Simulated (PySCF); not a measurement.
Radial density of Xe³⁰⁺ (xenon, charge +30)

MN15, [Ar] 3d6, high-spin 5D determinant. Computed with PySCF 2.14 in an even-tempered Gaussian basis (18 s from 4.4 bohr⁻², ratio 2.5; 12 p from 5.7 bohr⁻², ratio 2.5; 8 d from 5.7 bohr⁻², ratio 2.5; 4 f from 23 bohr⁻², ratio 2.7; 3 g from 35 bohr⁻², ratio 2.7), with the spin-free X2C one-electron Hamiltonian (Gaussian nucleus).

| r (bohr) | 4πr²ρ (e/bohr) | 4πr²(ρα − ρβ) |
| --- | --- | --- |
| 0.0273 | 64.67 | 0.0098 |
| 0.0459 | 65.62 | 0.2356 |
| 0.0772 | 87.98 | 2.1712 |
| 0.130 | 61.49 | 9.6097 |
| 0.218 | 58.15 | 16.4015 |
| 0.367 | 30.59 | 6.7684 |
| 0.618 | 1.126 | 0.2755 |
| 1.04 | 0.001618 | 0.0005 |

Densities and radii are taken from the X2C orbitals without a picture-change correction, which distorts them close to the nucleus.

Spin-orbit coupling, absent here, splits the open shell strongly.
